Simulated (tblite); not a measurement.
A geometry optimisation, step by step.

Compound: C5H6BBrS.
Bonds: C1–B2, B2–Br3, B2–C4, C4–C5 (aromatic), C5–C6 (aromatic), C6–C7 (aromatic), C7–S8 (aromatic), C4–S8 (aromatic). Hydrogens: H9, H10, H11 on C1; H12 on C5; H13 on C6; H14 on C7.

Computed with GFN2-xTB (tblite), gas phase: L-BFGS steps from a force-field or distance-geometry start until the largest atomic force falls under 0.01 eV/Å. 7 of its 101 geometries are shown.

Step 0: E = -606.5938 eV, largest atomic force 5.907 eV/Å
```
atom  x, y, z in Å  |  force x, y, z in eV/Å
C1     -2.468   -0.481    0.800   -0.337   0.206  -0.504
B2     -1.506    0.032   -0.337    0.731   0.390  -0.511
Br3    -2.085    1.155   -1.879    0.291  -0.881   1.156
C4      0.032   -0.109   -0.115    1.843  -1.616  -0.585
C5      0.875    0.763    0.484   -4.111   3.302   0.652
C6      2.175    0.505    0.596    5.529   1.173   1.715
C7      2.710   -0.657    0.135   -2.452   0.200  -0.332
S8      1.240   -1.440   -0.513   -0.238  -0.662  -0.410
H9     -2.278   -1.552    1.024   -0.405   0.676  -0.195
H10    -2.240    0.061    1.745   -0.376  -0.284  -0.613
H11    -3.515   -0.283    0.459    0.655  -0.467   0.853
H12     0.444    1.738    0.866    0.587  -1.020  -0.361
H13     2.872    1.251    1.098   -0.912  -0.793  -0.589
H14     3.742   -0.983    0.175   -0.805  -0.225  -0.275
```

Step 17: E = -607.6858 eV, largest atomic force 0.173 eV/Å
```
atom  x, y, z in Å  |  force x, y, z in eV/Å
C1     -2.422   -0.507    0.748    0.009   0.012  -0.018
B2     -1.397    0.018   -0.324   -0.051   0.058  -0.064
Br3    -1.994    1.018   -1.811   -0.022  -0.094   0.078
C4      0.133   -0.072   -0.080   -0.071   0.025   0.042
C5      0.873    0.902    0.529   -0.097   0.052  -0.059
C6      2.238    0.592    0.651    0.109  -0.031   0.005
C7      2.539   -0.619    0.126   -0.007  -0.083   0.021
S8      1.151   -1.409   -0.505    0.009  -0.123  -0.064
H9     -2.296   -1.556    1.010    0.055  -0.053  -0.115
H10    -2.239    0.028    1.681   -0.073   0.061   0.019
H11    -3.460   -0.350    0.464   -0.052  -0.019   0.043
H12     0.434    1.820    0.869   -0.009   0.154   0.079
H13     2.953    1.246    1.108    0.120   0.080   0.041
H14     3.487   -1.111    0.073    0.080  -0.039  -0.007
```

Step 33: E = -607.7161 eV, largest atomic force 0.057 eV/Å
```
atom  x, y, z in Å  |  force x, y, z in eV/Å
C1     -2.432   -0.523    0.738    0.006  -0.016  -0.013
B2     -1.414    0.091   -0.293   -0.011   0.016  -0.025
Br3    -2.041    0.913   -1.868    0.022   0.003   0.052
C4      0.116    0.043   -0.020   -0.014   0.026  -0.005
C5      0.924    0.985    0.549   -0.003  -0.008   0.001
C6      2.279    0.596    0.645    0.019  -0.001  -0.022
C7      2.500   -0.642    0.140   -0.001  -0.003   0.011
S8      1.055   -1.365   -0.447    0.001   0.015   0.010
H9     -2.212   -1.577    0.912   -0.005  -0.020   0.010
H10    -2.327   -0.043    1.712   -0.010  -0.006  -0.008
H11    -3.474   -0.444    0.436   -0.003   0.001   0.004
H12     0.555    1.933    0.901    0.015  -0.009  -0.028
H13     3.049    1.219    1.066   -0.008  -0.004  -0.003
H14     3.421   -1.186    0.066   -0.010   0.005   0.016
```

Step 50: E = -607.7876 eV, largest atomic force 0.414 eV/Å
```
atom  x, y, z in Å  |  force x, y, z in eV/Å
C1     -2.446   -0.702    0.665   -0.081  -0.078   0.040
B2     -1.423    0.158   -0.197    0.077   0.083   0.398
Br3    -2.113    1.539   -1.272   -0.032   0.080  -0.034
C4      0.120    0.089   -0.038    0.238  -0.141   0.087
C5      1.012    1.089    0.285    0.143  -0.074  -0.048
C6      2.340    0.648    0.511   -0.112  -0.361   0.062
C7      2.481   -0.696    0.320   -0.182   0.059  -0.039
S8      0.994   -1.434   -0.114   -0.215   0.039   0.145
H9     -2.203   -1.753    0.792    0.360  -0.072  -0.031
H10    -2.532   -0.303    1.686    0.193   0.050  -0.238
H11    -3.461   -0.696    0.274   -0.079   0.185  -0.181
H12     0.741    2.131    0.374   -0.093  -0.136   0.014
H13     3.148    1.273    0.858   -0.141   0.049  -0.183
H14     3.341   -1.343    0.395   -0.076   0.316   0.006
```

Step 67: E = -608.0058 eV, largest atomic force 0.102 eV/Å
```
atom  x, y, z in Å  |  force x, y, z in eV/Å
C1     -2.395   -0.825    0.510   -0.029   0.004  -0.019
B2     -1.447    0.349    0.055    0.053  -0.042   0.076
Br3    -2.153    2.021   -0.471   -0.009  -0.047   0.012
C4      0.069    0.181    0.131    0.037   0.017   0.004
C5      1.073    1.125    0.067   -0.022   0.034   0.048
C6      2.357    0.617    0.317    0.025   0.031  -0.042
C7      2.344   -0.726    0.549    0.029  -0.012  -0.022
S8      0.773   -1.383    0.477   -0.007  -0.039   0.047
H9     -1.883   -1.788    0.494   -0.096   0.014  -0.017
H10    -2.724   -0.668    1.540    0.027   0.042  -0.002
H11    -3.307   -0.905   -0.079   -0.022  -0.009  -0.064
H12     0.872    2.163   -0.135    0.018   0.001  -0.002
H13     3.251    1.218    0.329   -0.045  -0.029  -0.023
H14     3.170   -1.379    0.754    0.041   0.034   0.003
```

Step 83: E = -608.0276 eV, largest atomic force 0.049 eV/Å
```
atom  x, y, z in Å  |  force x, y, z in eV/Å
C1     -2.435   -0.839    0.465   -0.001  -0.013   0.005
B2     -1.430    0.332    0.155    0.017  -0.008   0.013
Br3    -2.134    2.033   -0.271    0.023   0.040  -0.017
C4      0.086    0.171    0.237    0.026  -0.002   0.004
C5      1.079    1.109    0.047   -0.011  -0.007   0.010
C6      2.378    0.618    0.245    0.017   0.008  -0.014
C7      2.388   -0.703    0.585   -0.015   0.028  -0.008
S8      0.815   -1.364    0.664   -0.011   0.023   0.003
H9     -1.980   -1.827    0.424    0.001   0.000  -0.010
H10    -2.835   -0.719    1.474   -0.022   0.002   0.014
H11    -3.298   -0.830   -0.200   -0.017  -0.028  -0.008
H12     0.871    2.131   -0.227   -0.009  -0.039   0.014
H13     3.263    1.220    0.139    0.004  -0.039   0.012
H14     3.231   -1.332    0.799    0.001   0.036  -0.019
```

Step 100: E = -608.0292 eV, largest atomic force 0.010 eV/Å
```
atom  x, y, z in Å  |  force x, y, z in eV/Å
C1     -2.442   -0.838    0.466    0.003   0.000  -0.001
B2     -1.429    0.330    0.163   -0.002   0.002   0.007
Br3    -2.110    2.035   -0.292   -0.005   0.000   0.001
C4      0.086    0.167    0.257    0.000  -0.003  -0.006
C5      1.075    1.108    0.059   -0.002  -0.003  -0.002
C6      2.377    0.620    0.241    0.000   0.001   0.003
C7      2.392   -0.701    0.580    0.002   0.003  -0.003
S8      0.822   -1.365    0.678    0.001   0.005   0.002
H9     -1.984   -1.825    0.430   -0.003  -0.002   0.003
H10    -2.855   -0.719    1.471   -0.003   0.006  -0.007
H11    -3.298   -0.835   -0.209    0.008  -0.004   0.001
H12     0.858    2.127   -0.212    0.002   0.000   0.004
H13     3.264    1.218    0.128   -0.002  -0.005   0.000
H14     3.243   -1.323    0.778   -0.001  -0.001  -0.002
```

Q: Summarise the path.

A: The energy falls by 138.50 kJ/mol from step 0 to step 100; nine tenths of that is first reached at step 54. It falls at every step. The largest force goes from 5.907 to 0.010 eV/Å. Among the bonds B2–Br3 changes most, from 1.994 to 1.892 Å; the atoms move by 0.932 Å rms after alignment.

Q: Follow the three bonds and two angles with the largest change from start to end.

A: 
| step | E above end (kJ/mol) | largest force (eV/Å) | B2–Br3 (Å) | C4–S8 (Å) | C7–S8 (Å) | C6–C7–S8 (°) | S8–C7–H14 (°) |
| --- | --- | --- | --- | --- | --- | --- | --- |
| 0 | 138.50 | 5.907 | 1.994 | 1.842 | 1.787 | 100.0 | 131.7 |
| 4 | 44.57 | 0.724 | 1.878 | 1.747 | 1.736 | 110.4 | 125.8 |
| 9 | 35.45 | 0.160 | 1.884 | 1.737 | 1.720 | 111.9 | 119.3 |
| 13 | 34.19 | 0.162 | 1.880 | 1.741 | 1.722 | 112.1 | 119.1 |
| 17 | 33.13 | 0.173 | 1.889 | 1.734 | 1.717 | 112.0 | 119.1 |
| 22 | 31.44 | 0.161 | 1.879 | 1.747 | 1.720 | 112.2 | 119.5 |
| 26 | 30.72 | 0.117 | 1.883 | 1.742 | 1.717 | 111.7 | 119.3 |
| 30 | 30.32 | 0.061 | 1.880 | 1.746 | 1.719 | 112.1 | 118.9 |
| 35 | 30.17 | 0.031 | 1.882 | 1.745 | 1.718 | 112.0 | 119.1 |
| 39 | 30.09 | 0.063 | 1.879 | 1.746 | 1.719 | 112.0 | 119.4 |
| 43 | 29.57 | 0.177 | 1.890 | 1.744 | 1.720 | 112.1 | 119.7 |
| 48 | 25.93 | 0.431 | 1.880 | 1.755 | 1.711 | 111.7 | 116.4 |
| 52 | 16.79 | 0.521 | 1.893 | 1.749 | 1.726 | 111.6 | 119.7 |
| 57 | 7.46 | 0.264 | 1.880 | 1.755 | 1.711 | 112.2 | 119.6 |
| 61 | 3.87 | 0.216 | 1.894 | 1.754 | 1.708 | 112.3 | 119.4 |
| 65 | 2.75 | 0.126 | 1.890 | 1.753 | 1.706 | 112.4 | 119.0 |
| 70 | 1.81 | 0.116 | 1.891 | 1.750 | 1.706 | 112.4 | 119.2 |
| 74 | 1.12 | 0.146 | 1.889 | 1.753 | 1.706 | 112.3 | 119.7 |
| 78 | 0.59 | 0.075 | 1.892 | 1.750 | 1.707 | 112.6 | 119.4 |
| 83 | 0.15 | 0.049 | 1.890 | 1.752 | 1.708 | 112.3 | 119.2 |
| 87 | 0.06 | 0.029 | 1.892 | 1.750 | 1.707 | 112.4 | 119.4 |
| 91 | 0.03 | 0.017 | 1.891 | 1.751 | 1.707 | 112.4 | 119.6 |
| 96 | 0.01 | 0.014 | 1.892 | 1.751 | 1.707 | 112.4 | 119.5 |
| 100 | 0.00 | 0.010 | 1.892 | 1.751 | 1.708 | 112.4 | 119.5 |

The cost below is that of the whole relaxation. Hardware: Intel Xeon at 2.50 GHz, one thread, no GPU, on a shared host. Cost: 3.1 s wall, 2.6 s CPU.
